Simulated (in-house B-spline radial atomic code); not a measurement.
The numbers below are computed, except where a source is named.
**Making a Troullier-Martins d channel for Mo, r_c = 1.19 bohr**

Mo, [Kr] 4d5 5s1, non-relativistic LDA (VWN5), spherical and spin-unpolarised, from a B-spline radial code for spherical atoms (atomic units). The all-electron 4d level is ε = -0.153346 hartree, its outermost node lies just inside 0.54 bohr and its outer maximum at 1.37 bohr.

Inside r_c the pseudo-orbital is u(r) = r^3 exp(p(r)), with p = c0 + c2 r² + c4 r⁴ + … + c12 r¹². The seven coefficients follow from p and its first four derivatives at r_c, from zero curvature of the screened potential at the origin, c4 = −c2²/(2l + 5), and from the norm inside r_c. At r_c the all-electron orbital has P = 0.7227519, P' = 0.2507878, the screened potential V = -3.464629, V' = 6.946404, V'' = -18.02623, and the norm inside is Q = 0.2004918.

(1) What are p, p' and p'' at r_c?

For a trial c2 the five matching conditions are linear in c0, c6, c8, c10 and c12, and c2 is varied until the norm inside r_c equals Q. The root nearest zero gives:

```json
{"n": "0", "c_n": "1.017924"}
{"n": "2", "c_n": "-1.84689"}
{"n": "4", "c_n": "-0.3790001"}
{"n": "6", "c_n": "2.04687"}
{"n": "8", "c_n": "-1.981536"}
{"n": "10", "c_n": "0.8293475"}
{"n": "12", "c_n": "-0.1309538"}
```

(2) Check c4 and p(r_c), and find the screened pseudopotential at the origin.

Orbitals and screened potentials:

```
r (bohr)         P         u  V all-electron  V pseudo
   0.119   -0.1686  0.004543          -224.0    -13.07
   0.298   -0.3382   0.06205          -54.65     -12.6
   0.476  -0.09279    0.1963          -23.42    -10.76
   0.654    0.2334    0.3641          -12.67    -7.785
   0.833    0.4892    0.5215          -7.712    -5.349
   1.011    0.6459    0.6479          -5.059    -4.398
    1.19    0.7228    0.7228          -3.465    -3.465
```

Logarithmic derivatives P'/P at R = 1.49 bohr, for energies E around ε:

```csv
E − ε (hartree),all-electron,pseudo
-0.5,0.442968,0.441561
-0.25,0.172481,0.172048
-0.1,-0.00840652,-0.00848595
0,-0.138261,-0.138261
0.1,-0.276586,-0.276682
0.25,-0.502392,-0.503087
0.5,-0.939661,-0.943321
```

(3) With P(R) = 0.7375933 and a norm of 0.3643003 inside R, what slope in energy does norm conservation fix?

## Answers

(1) p = ln(P/r_c^3) = ln(0.7227519/1.68516) = -0.84655. p' = P'/P − 3/r_c = 0.34699 − 2.52101 = -2.17402. The radial equation gives p'' = 2(V − ε) − 2(3) p'/r_c − p'² = -6.62257 − (-10.96144) − 4.72635 = -0.38748. Differentiating, p''' = 2V' + 2(3)p'/r_c² − 2(3)p''/r_c − 2p'p'' = 4.9504, and p'''' = 2V'' − 4(3)p'/r_c³ + 4(3)p''/r_c² − 2(3)p'''/r_c − 2p''² − 2p'p''' = -27.591.

(2) −c2²/9 = -0.379, as listed. The terms c_n r_c^n are 1.01792, -2.61538, -0.76002, 5.81262, -7.96852, 4.72287, -1.05604, which sum to -0.84655. Inverting the radial equation, V_l(r) = ε + 3 p'/r + (p'' + p'²)/2, so V_l(0) = ε + (2l + 3) c2 = -0.153346 + 7 × (-1.84689) = -13.0816 hartree, finite where the all-electron potential diverges.

(3) d(P'/P)/dE = −2 × (norm inside R)/P(R)² = -1.3392 per hartree·bohr at E = ε, for both atoms, since orbital and norm agree at R. Differences over ±0.1 hartree give -1.3409 (all-electron) and -1.3410 (pseudo), which also hold third-order terms. Half a hartree below ε the two curves differ by -0.0014.
